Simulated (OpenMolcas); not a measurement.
# Ta IV: effect of the active space

* Program: OpenMolcas 26.06
* Method: SS-CASPT2 or its RAS form, IPEA 0.25 Eh, imaginary shift 0.1 Eh
* Basis: ANO-RCC-VTZP
* Scalar Hamiltonian: DKH2, point nucleus
* Spin-orbit coupling: state interaction with AMFI integrals over the reference wave functions, term energies averaged over their components

A. 2 electrons in 5 orbitals (5d); 2S+1 = 3 even, 10 roots; 2S+1 = 1 even, 15 roots; closed shells correlated: 5s 5p; CASPT2 step of the order of 17 core-seconds
B. 8 electrons in 8 orbitals (RAS1 5p, at most 2 holes; RAS2 5d); 2S+1 = 3 even, 10 roots; 2S+1 = 1 even, 15 roots; closed shells correlated: 5s; CASPT2 step of the order of 26 core-seconds
C. 2 electrons in 9 orbitals (RAS2 5d 6s; RAS3 6p, at most 2 electrons); 2S+1 = 3 even, 15 roots; 2S+1 = 1 even, 21 roots kept (CI in the orbitals of an earlier block); 2S+1 = 3 odd, 18 roots; 2S+1 = 1 odd, 18 roots kept (CI in the orbitals of an earlier block); closed shells correlated: 5s 5p; CASPT2 step about 100 core-seconds
D. 2 electrons in 10 orbitals (5d 6d); 2S+1 = 3 even, 10 roots; 2S+1 = 1 even, 15 roots; closed shells correlated: 5s 5p; CASPT2 step of the order of 2.2 core-minutes

Energies in eV above 5d2 3F2.

```tsv
Level	A	B	C	D
5d2 3F2	0.0000	0.0000	0.0000	0.0000
5d2 3F3	0.594	0.650	0.593	0.604
5d2 3F4	1.112	1.200	1.114	1.126
5d2 1D2 [66 %]	1.357	1.388	1.354	1.328
5d2 3P0	1.484	1.483	1.466	1.474
5d2 3P1	1.808	1.839	1.797	1.789
5d2 3P2	2.325	2.400	2.303	2.299
5d2 1G4	2.415	2.473	2.412	2.419
5d2 1S0	4.557	4.577	4.467	4.512
```

Among A to D the level of the table that moves most is 5d2 1S0, by 890 cm-1 (lowest in C, highest in B). Moves below CASPT2's spread within the term are not significant.

Term energies are means over components that CASPT2 splits; among the terms shown or strongly mixed into the levels shown the widest spread is 580 cm-1 (5d2 1G, C). Active for correlation alone: 5p; no level in the range computed is led by a configuration that opens it, so any true level of that kind is missing (holds for B). Terms from blocks run as CI alone lack orbitals of their own (holds for C). Active for correlation alone: 6d; no level in the range computed is led by a configuration that fills it, so any true level of that kind is missing (holds for D). Only configurations of the active space appear. Levels that lie high or do not pair safely by name in every column are left out.

A share in square brackets marks a mixed level and gives the weight of the term that names it, the lowest over the columns.
